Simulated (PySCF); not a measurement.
## O(2+): excitation energy

O(2+) [He] 2s2 2p2 (3P) → O(2+) [He] 2s2 2p1 3s1 (3P), as a difference of total energies. All numbers are calculated (PySCF 2.14, the non-relativistic Hamiltonian (point nucleus), in aug-cc-pVQZ with one added diffuse shell each of s, p, d, f, g type (7s6p5d4f3g, 105 functions)). Correlated levels: valence: 1s2 frozen. The calculations carry no spin-orbit coupling.

```json
{"method": "UHF", "excitation energy (eV)": "33.251"}
{"method": "LDA", "excitation energy (eV)": "33.429"}
{"method": "PBE", "excitation energy (eV)": "33.249"}
{"method": "PBE0", "excitation energy (eV)": "33.392"}
{"method": "r2SCAN", "excitation energy (eV)": "33.944"}
{"method": "BHandHLYP", "excitation energy (eV)": "33.460"}
{"method": "r2SCAN0", "excitation energy (eV)": "33.864"}
{"method": "revPBE", "excitation energy (eV)": "33.223"}
{"method": "PBEsol", "excitation energy (eV)": "33.275"}
{"method": "MP2 (valence)", "excitation energy (eV)": "33.312"}
{"method": "SCS-MP2 (valence)", "excitation energy (eV)": "33.199"}
```

Question: How much does correlation contribute at MP2 (valence)?

Answer: 33.312 − (33.251) = 0.061 eV, measured against UHF.

The promoted electron is Rydberg-like, and one or two diffuse shells describe it only roughly, which tends to raise the upper state.
